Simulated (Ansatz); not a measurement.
Reaction (redistribution): `C[SiH2][BH][ZnH]` + `CO[SiH2]C` → `C[SiH2][O][ZnH]` + `CB[SiH2]C`

Calculated with Ansatz (gas phase, PBE0-D4/def2-TZVP geometries, no zero-point term in ΔE). CCSD(T)/CBS adds triple-zeta CCSD(T) − MP2 to the extrapolated MP2 energy (def2 sets, frozen cores). For Zn outer-core shells are correlated without core-valence functions, which leaves a few kJ/mol of doubt a bond. Scalar relativity is left out up to krypton. Each species was taken in one conformer, which may not be the lowest.

| species | CCSD/def2-TZVPP energy (Eh) |
| --- | --- |
| `C[SiH2][BH][ZnH]` | -2134.26033 |
| `CO[SiH2]C` | -445.07344 |
| `C[SiH2][O][ZnH]` | -2184.13228 |
| `CB[SiH2]C` | -395.27595 |

Question: Work out ΔE.

Answer: ΔE = (-2184.13228) + (-395.27595) − (-2134.26033) − (-445.07344) = -0.07446 Eh = -46.7 kcal/mol. CCSD(T)/CBS gives -47.3 kcal/mol.

Largest T1 diagnostic among the species: 0.015.

From PBE to PBE0 (25 % exact exchange), in def2-TZVPP and without D4, ΔE moves by −1.0 kcal/mol.
